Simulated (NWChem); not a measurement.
**Correlation energy of arsenic trifluoride (AsF3)**

```
As
F 1 1.7252
F 1 1.7252 2 95.97
F 1 1.7252 2 95.97 3 96.67
```
Charge 0, spin multiplicity 1.

The numbers come from NWChem runs, not from measurements. All single points use one geometry, from PBE0/def2-SVP, a minimum by its harmonic frequencies.

Basis set: 6-31G*. Each correlation energy counts from its own Hartree-Fock reference.

| method | correlation energy (mHa) | difference from CCSD(T) |
|---|---|---|
| MP2 | -776.0 | +9.7 |
| SCS-MP2 | -731.4 | +54.2 |
| CR-CCSD[T] | -784.1 | +1.5 |
| CR-CCSD(T) | -781.9 | +3.8 |
| CCSD | -769.7 | +15.9 |
| CCSD+T(CCSD) | -788.7 | -3.0 |
| CCSD(T) | -785.6 | 0.0 |

The values span 57.2 mHa, from CCSD+T(CCSD) (lowest) to SCS-MP2 (highest). 

The Hamiltonian is non-relativistic. The correlated methods keep 12 core orbitals frozen. The Pople sets run with spherical d functions. Coupled-cluster values serve here as a point of comparison, not as the truth.
